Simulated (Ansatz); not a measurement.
Reaction (redistribution): `[GeH3][SiH2][SiH2][SiH2][GeH3]` + `C[S][GeH2][SiH3]` → `[SiH3][GeH2][SiH2][SiH2][GeH3]` + `CS[SiH2][GeH3]`

Program: Ansatz. Geometries: PBE0-D4/def2-TZVP. ΔE: electronic, gas phase. CCSD(T)/CBS is the MP2 limit (def2-TZVPP, def2-QZVPP) plus CCSD(T) − MP2 in def2-TZVPP, frozen cores. Functionals use def2-TZVPP. B3LYP here is the variant with VWN-RPA as its local correlation; programs differ in this. For Ge outer-core shells are correlated without core-valence functions, which leaves a few kJ/mol of doubt a bond. Scalar relativity is left out up to krypton. One conformer a species, not always the lowest.

`[GeH3][SiH2][SiH2][SiH2][GeH3]`:

Cartesian coordinates in Å:
```
Ge -2.141 0.529 1.480
Si 0.065 1.416 1.370
Si 0.758 1.530 -0.860
Si 0.361 -0.547 -1.855
Ge 1.280 -2.275 -0.501
H -2.655 0.487 2.929
H -3.105 1.390 0.645
H -2.163 -0.901 0.913
H 0.984 0.514 2.118
H 0.100 2.758 2.015
H -0.002 2.599 -1.566
H 2.210 1.854 -0.938
H 0.949 -0.613 -3.222
H -1.110 -0.757 -1.968
H 2.789 -2.052 -0.301
H 1.072 -3.658 -1.141
H 0.608 -2.274 0.883
```

`C[S][GeH2][SiH3]`:

Z-matrix (Å, degrees):
```
C
S 1 1.813
H 1 1.090 2 111.7
H 1 1.090 2 106.6 3 -118.5
H 1 1.090 2 111.2 3 123.1
Ge 2 2.222 1 99.5 3 -61.9
Si 6 2.384 2 109.9 1 66.9
H 6 1.544 2 108.7 1 -55.3
H 6 1.537 2 105.4 1 -172.4
H 7 1.485 6 109.4 2 66.2
H 7 1.488 6 110.9 2 -173.1
H 7 1.487 6 109.6 2 -53.3
```

`[SiH3][GeH2][SiH2][SiH2][GeH3]`:

Z-matrix (Å, degrees):
```
Si
Ge 1 2.379
H 1 1.487 2 109.4
H 1 1.487 2 109.7 3 119.1
H 1 1.487 2 111.2 3 -120.3
Si 2 2.383 1 110.0 3 -61.6
H 2 1.541 1 110.2 3 176.1
H 2 1.541 1 109.2 3 57.9
Si 6 2.336 2 108.3 1 47.7
H 6 1.490 2 109.3 1 -73.0
H 6 1.489 2 110.2 1 167.9
Ge 9 2.380 6 109.6 2 52.1
H 9 1.489 6 111.5 2 173.9
H 9 1.490 6 108.8 2 -66.7
H 12 1.538 9 111.4 6 179.6
H 12 1.538 9 110.3 6 59.1
H 12 1.538 9 110.0 6 -60.2
```

`CS[SiH2][GeH3]`:

Cartesian coordinates in Å:
```
C 1.350 0.141 1.631
S 0.466 1.605 1.021
Si -0.011 0.947 -0.948
Ge -1.492 -0.919 -0.937
H 0.701 -0.734 1.655
H 1.669 0.370 2.648
H 2.231 -0.066 1.023
H 1.230 0.589 -1.693
H -0.660 2.110 -1.606
H -2.842 -0.526 -0.317
H -0.905 -2.078 -0.111
H -1.736 -1.439 -2.366
```

```tsv
level	ΔE (kJ/mol)	difference from CCSD(T)/CBS
r2SCAN-D4	-24.7	1.5
B3LYP-D4	-23.7	2.5
ωB97X-V	-23.4	2.8
ωB97M-V	-27.2	-1.0
B2PLYP	-24.8	1.4
PBE	-22.1	4.1
r2SCAN	-24.7	1.5
PBE0	-23.1	3.1
B3LYP	-23.9	2.3
HF/def2-TZVPP	-22.4	3.8
MP2/def2-TZVPP	-26.9	-0.7
SCS-MP2/def2-TZVPP	-25.2	1.0
CCSD/def2-TZVPP	-23.8	2.4
HF/CBS(def2)	-22.7	3.5
MP2/CBS(def2)	-29.7	-3.5
CCSD/CBS(def2)	-26.6	-0.4
CCSD(T)/CBS	-26.2	0
```

Largest T1 diagnostic among the species: 0.013.
